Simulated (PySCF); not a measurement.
A survey of $^{19}$F NMR shifts

How the numbers were obtained: GFN2-xTB geometry, shielding tensors at PBE0/pcSseg-1 (GIAO), in PySCF (non-relativistic, in vacuum, single conformer, fast rotation and ring inversion assumed for equivalent nuclei).

Shieldings were converted by a linear fit to measured shifts: $^{19}$F: δ = 146.13 − 0.903σ +14.6 on sp3 carbon (rms 6.0 ppm, 223 shifts, 7.0 ppm with the 5 outliers that the fit left out vs CFCl3, solution or neat liquid). A few per cent of atoms miss by over 2 rms, more outside the fitted compound classes.

Task: Give the $^{19}$F shifts of `CC[C@@]1(F)C[C@H](F)O1`.

Result: 
| compound | environment | δ (ppm) |
| --- | --- | --- |
| [CH3:1][CH2:2][C@@:3]1([F:4])[CH2:5][C@H:6]([F:7])[O:8]1 | F4: fluorine on an sp3 carbon | -95.9 |
| [CH3:1][CH2:2][C@@:3]1([F:4])[CH2:5][C@H:6]([F:7])[O:8]1 | F7: fluorine on an sp3 carbon | -107.2 |

Task: Match the shifts 16.0, -58.9, -75.3, -90.0, -199.6 ppm to `O=C(Cl)/C(=C/Cl)C(F)(F)F`, `C=C(C)COC(F)F`, `Cc1pcc(F)cp1`, `F[C@H]1C=CCOC1`, `O=C(F)c1ccc(C(=O)F)o1`.

Result: 16.0: O=C(F)c1ccc(C(=O)F)o1 (fluorine bonded to C); -58.9: O=C(Cl)/C(=C/Cl)C(F)(F)F (fluorine of a CF3 group); -75.3: Cc1pcc(F)cp1 (aryl fluorine); -90.0: C=C(C)COC(F)F (fluorine of a CF2 group); -199.6: F[C@H]1C=CCOC1 (fluorine on an sp3 carbon).
